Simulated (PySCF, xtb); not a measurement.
C₅H₅Cl, SMILES C1C=CCC=1Cl. One conformer was computed; it need not be the lowest.

Harmonic wavenumbers (cm⁻¹) from GFN2-xTB (xtb) at its own minimum, in rising order: 205, 275, 362, 442, 496, 722, 782, 834, 847, 867, 903, 1011, 1032, 1048, 1097, 1115, 1197, 1256, 1320, 1386, 1547, 1632, 2965, 2987, 3134, 3148, 3156.

**Question.** What does PySCF 2.14.0 with ωB97X-D3(BJ)/def2-SVP give at its own minimum? (Estimate from the structure and the level; the computed values follow.)

**Answer.** 219, 296, 367, 480, 521, 701, 821, 883, 902, 920, 973, 987, 1013, 1116, 1125, 1126, 1246, 1343, 1387, 1408, 1630, 1707, 3084, 3136, 3237, 3259, 3266. Paired by order, the mean absolute difference is 56 cm⁻¹ and the zero-point energies are 51.1 and 53.1 kcal/mol.
